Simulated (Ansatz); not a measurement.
Consider the ligand exchange at the Si–C bond: `N=C[SiH](N)F` + `N[SiH](O)O` → `N[Si@H](F)O[Si@@H](N)O` + `C=N`.

Computed with Ansatz on PBE0-D4/def2-TZVP structures; ΔE is electronic, products minus reactants. CCSD(T)/CBS adds triple-zeta CCSD(T) − MP2 to the extrapolated MP2 energy (def2 sets, frozen cores). This one scheme is used for every species. DFT in def2-TZVPP. Each species was taken in one conformer, which may not be the lowest.

```json
{"level": "PBE0-D4", "ΔE (kJ/mol)": "-135.7"}
{"level": "ωB97X-V", "ΔE (kJ/mol)": "-141.9"}
{"level": "HF/def2-QZVPP", "ΔE (kJ/mol)": "-166.3"}
{"level": "MP2/CBS(def2)", "ΔE (kJ/mol)": "-145.1"}
```

(1) What does CCSD(T)/CBS give? (Best estimate.)

Largest T1 diagnostic among the species: 0.012.

Answers

(1) Ansatz gave: -144.0 kJ/mol. The listed levels differ from it by 8.3, 2.1, -22.3, -1.1 kJ/mol.

From PBE to PBE0 (25 % exact exchange), in def2-TZVPP and without D4, ΔE moves by −9.6 kJ/mol. The D4 term adds −4.8 kJ/mol with B3LYP and −3.1 kJ/mol with PBE0; it sums over pairs of atoms, weighted by their polarisabilities, and B3LYP, whose exchange is more repulsive, gets the larger term. In def2-TZVPP, CCSD(T) changes the Hartree–Fock value by +20.0 kJ/mol (the triples alone add +3.5 kJ/mol) and MP2 by +18.8 kJ/mol.

B3LYP here is the variant with VWN-RPA as its local correlation; programs differ in this.
